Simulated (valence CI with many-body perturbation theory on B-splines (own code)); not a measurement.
## Energy levels of Bi LIII

Calculated by relativistic CI+MBPT: three valence electrons over a frozen Dirac-Fock core [Ar] 3d10, radial functions for each j: 11 s, 11 p, 10 d, 8 f, 5 g, 2 h, with the one-electron correlation potential Σ1, the two-electron term Σ2, the three-electron term Σ3, Breit, model QED; selected CI, second order for the rest, scaled by the run's own slope (own B-spline code, finite nucleus).

No measured spectrum was set against this ion. As an estimate, large intervals hold to a few tenths of a per cent, small ones and those within an open d or f shell to about a per cent.

Levels 1 to 45 of 173, with energies above the lowest level, (4s^2 4p1/2) J=1/2. "Leading %" is the weight of the configuration and term that name the level; weights of strongly mixed levels are sums over their largest components and can fall short. In the jj column 3d3/2^4 stands for four electrons in 3d with j = 3/2.

```
No.  Configuration  Term    J  E (Ry)  Leading %              Leading jj  Second component
  1          4s²4p   ²P°  1/2   0.000        100      4s^2 4p1/2 (100 %)                  
  2          4s4p²    ⁴P  1/2   8.887         53       4s 4p1/2^2 (99 %)     30 % 4s4p² ²S
  3          4s²4p   ²P°  3/2  13.330         99       4s^2 4p3/2 (99 %)                  
  4          4s4p²    ⁴P  3/2  21.019         90   4s 4p1/2 4p3/2 (99 %)      8 % 4s4p² ²D
  5          4s4p²    ²D  5/2  21.766         61   4s 4p1/2 4p3/2 (98 %)     38 % 4s4p² ⁴P
  6          4s4p²    ²D  3/2  22.792         60   4s 4p1/2 4p3/2 (95 %)     33 % 4s4p² ²P
  7          4s4p²    ²P  1/2  22.967         69   4s 4p1/2 4p3/2 (98 %)     29 % 4s4p² ⁴P
  8          4s²4d    ²D  3/2  27.591         95       4s^2 4d3/2 (95 %)                  
  9          4s²4d    ²D  5/2  30.223         96       4s^2 4d5/2 (96 %)                  
 10            4p³   ²P°  3/2  31.647         46    4p1/2^2 4p3/2 (94 %)      27 % 4p³ ²D°
 11         4s4p4d   ⁴F°  3/2  34.589         78   4s 4p1/2 4d3/2 (98 %)   17 % 4s4p4d ²D°
 12          4s4p²    ⁴P  5/2  34.874         59       4s 4p3/2^2 (97 %)     39 % 4s4p² ²D
 13         4s4p4d   ⁴F°  5/2  35.264         45   4s 4p1/2 4d3/2 (97 %)   29 % 4s4p4d ²F°
 14          4s4p²    ²S  1/2  36.280         68       4s 4p3/2^2 (99 %)     18 % 4s4p² ⁴P
 15         4s4p4d   ⁴D°  1/2  36.390         57   4s 4p1/2 4d3/2 (99 %)   36 % 4s4p4d ²P°
 16         4s4p4d   ⁴D°  3/2  36.544         34   4s 4p1/2 4d3/2 (93 %)   23 % 4s4p4d ²P°
 17          4s4p²    ²P  3/2  36.567         61       4s 4p3/2^2 (98 %)     30 % 4s4p² ²D
 18         4s4p4d   ⁴P°  5/2  38.094         39   4s 4p1/2 4d5/2 (99 %)   30 % 4s4p4d ⁴D°
 19         4s4p4d   ⁴F°  7/2  38.609         43   4s 4p1/2 4d5/2 (97 %)   33 % 4s4p4d ²F°
 20         4s4p4d   ²F°  5/2  39.126         51   4s 4p1/2 4d5/2 (96 %)   20 % 4s4p4d ²D°
 21         4s4p4d   ²D°  3/2  39.268         39   4s 4p1/2 4d5/2 (91 %)   37 % 4s4p4d ²P°
 22            4p³   ⁴S°  3/2  44.725         51    4p1/2 4p3/2^2 (95 %)      45 % 4p³ ²D°
 23            4p³   ²D°  5/2  44.799         80    4p1/2 4p3/2^2 (80 %)    10 % 4s²4f ²F°
 24          4p²4d    ²D  3/2  44.917         40    4p1/2^2 4d3/2 (99 %)     34 % 4p²4d ⁴F
 25          4s²4f   ²F°  5/2  44.928         85       4s^2 4f5/2 (85 %)      10 % 4p³ ²D°
 26            4p³   ²P°  1/2  45.450         94    4p1/2 4p3/2^2 (94 %)    5 % 4s4p4d ²P°
 27          4s²4f   ²F°  7/2  45.788         96       4s^2 4f7/2 (96 %)                  
 28          4p²4d    ²D  5/2  48.253         32    4p1/2^2 4d5/2 (96 %)     20 % 4p²4d ⁴D
 29         4s4p4d   ⁴D°  3/2  48.651         44   4s 4p3/2 4d3/2 (99 %)   37 % 4s4p4d ⁴P°
 30         4s4p4d   ⁴P°  1/2  48.659         85   4s 4p3/2 4d3/2 (99 %)   13 % 4s4p4d ⁴D°
 31         4s4p4d   ⁴D°  5/2  48.668         49   4s 4p3/2 4d3/2 (94 %)   21 % 4s4p4d ⁴F°
 32         4s4p4d   ⁴F°  7/2  49.020         40   4s 4p3/2 4d3/2 (89 %)   32 % 4s4p4d ²F°
 33         4s4p4d   ²D°  3/2  49.972         63   4s 4p3/2 4d3/2 (87 %)   21 % 4s4p4d ⁴P°
 34         4s4p4d   ⁴F°  9/2  50.522        100  4s 4p3/2 4d5/2 (100 %)                  
 35         4s4p4d   ²P°  1/2  50.603         71   4s 4p3/2 4d3/2 (94 %)   22 % 4s4p4d ⁴D°
 36         4s4p4d   ²F°  5/2  50.682         65   4s 4p3/2 4d3/2 (93 %)   17 % 4s4p4d ²D°
 37         4s4p4d   ²D°  5/2  51.515         46   4s 4p3/2 4d5/2 (99 %)   39 % 4s4p4d ⁴P°
 38         4s4p4d   ²P°  3/2  52.030         42   4s 4p3/2 4d5/2 (85 %)   39 % 4s4p4d ²D°
 39         4s4p4d   ²F°  7/2  52.038         68   4s 4p3/2 4d5/2 (92 %)   24 % 4s4p4d ⁴D°
 40         4s4p4d   ²F°  7/2  52.772         65   4s 4p3/2 4d5/2 (96 %)   26 % 4s4p4d ⁴D°
 41         4s4p4f    ⁴G  5/2  52.774         63   4s 4p1/2 4f5/2 (98 %)    14 % 4s4p4f ⁴F
 42         4s4p4d   ²P°  1/2  53.086         86   4s 4p3/2 4d5/2 (95 %)    7 % 4s4p4d ⁴D°
 43         4s4p4f    ⁴G  7/2  53.269         42   4s 4p1/2 4f5/2 (93 %)    24 % 4s4p4f ²G
 44         4s4p4d   ²P°  3/2  53.418         76   4s 4p3/2 4d5/2 (98 %)    8 % 4s4p4d ⁴P°
 45         4s4p4f    ²D  5/2  53.679         26   4s 4p1/2 4f5/2 (95 %)    22 % 4s4p4f ²F
```

The ionisation energy to 4s² ¹S0 of the next ion comes out as 3152.6 eV (NIST: 3151 ± 4 eV (theoretical)). All 173 levels together are meant to be complete up to 84.272 Ry.
